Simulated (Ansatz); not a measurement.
C₄H₁₂O₃Si, triplet, at the geometry of the source list (a higher spin typed on purpose: for a closed-shell molecule this is an excited state); Ansatz (a first-principles code) with B3LYP/6-31G*.

Ansatz was given this input:
Ansatz 0.2 input:
```yaml
crystal:
  periodic: [false, false, false]
  atoms:
    - {symbol: C, position_ang: [-2.36020000, -1.27880000, -0.52230000]}
    - {symbol: O, position_ang: [-1.50130000, -0.18120000, -0.65810000]}
    - {symbol: Si, position_ang: [-0.00020000, -0.00160000, -0.06600000]}
    - {symbol: C, position_ang: [0.00500000, 0.04540000, 1.84420000]}
    - {symbol: O, position_ang: [0.60510000, 1.36420000, -0.70190000]}
    - {symbol: C, position_ang: [0.08180000, 2.66080000, -0.62600000]}
    - {symbol: O, position_ang: [0.89080000, -1.23220000, -0.63870000]}
    - {symbol: C, position_ang: [2.27380000, -1.42340000, -0.53130000]}
    - {symbol: H, position_ang: [-1.89410000, -2.17990000, -0.92450000]}
    - {symbol: H, position_ang: [-2.61030000, -1.44680000, 0.52810000]}
    - {symbol: H, position_ang: [-3.27190000, -1.05500000, -1.07920000]}
    - {symbol: H, position_ang: [-0.66120000, 0.81350000, 2.22740000]}
    - {symbol: H, position_ang: [0.99650000, 0.25380000, 2.23670000]}
    - {symbol: H, position_ang: [-0.31710000, -0.90150000, 2.26870000]}
    - {symbol: H, position_ang: [-0.92450000, 2.69130000, -1.04710000]}
    - {symbol: H, position_ang: [0.74110000, 3.31650000, -1.19770000]}
    - {symbol: H, position_ang: [0.04330000, 3.00240000, 0.41130000]}
    - {symbol: H, position_ang: [2.81060000, -0.58400000, -0.97650000]}
    - {symbol: H, position_ang: [2.52180000, -2.34380000, -1.06310000]}
    - {symbol: H, position_ang: [2.57090000, -1.51980000, 0.51590000]}
basis:
  gaussian:
    orbitals: 6-31G*
hamiltonian:
  xc: b3lyp
magnetization: {spin_polarized: true, initial_magnetization: 2}
```

Output, abridged:

```
Functional definition: B3LYP
1504 factors; integrals over basis functions are off by at most 9.7e-4 eV
mean field evaluation 1: about -18343.4993 eV, gradient 5.7e1 eV
mean field evaluation 2: about -18331.5331 eV, gradient 8.1e1 eV
mean field evaluation 4: about -18356.9769 eV, gradient 6.3e0 eV
mean field evaluation 8: about -18357.1902 eV, gradient 4.6e-1 eV
mean field evaluation 16: about -18357.6569 eV, gradient 4.1e-2 eV
mean field evaluation 32: about -18357.6569 eV, gradient 6.0e-4 eV
mean field evaluation 64: about -18357.4207 eV, gradient 4.5e0 eV
mean field evaluation 96: about -18357.0453 eV, gradient 2.5e-1 eV
mean field -18357.65691377 eV, -674.6314483142 hartree, gradient 3.2e-6 eV, S^2 2.004324; 10 other end points of the search recorded, 0 dependent functions left out
reference -18357.65720632 eV, -674.6314590653 hartree; 38, 36 occupied and 110, 112 virtual orbitals, 1504 factors
Total energy: -18357.65720632 eV, -674.6314590653 hartree
```
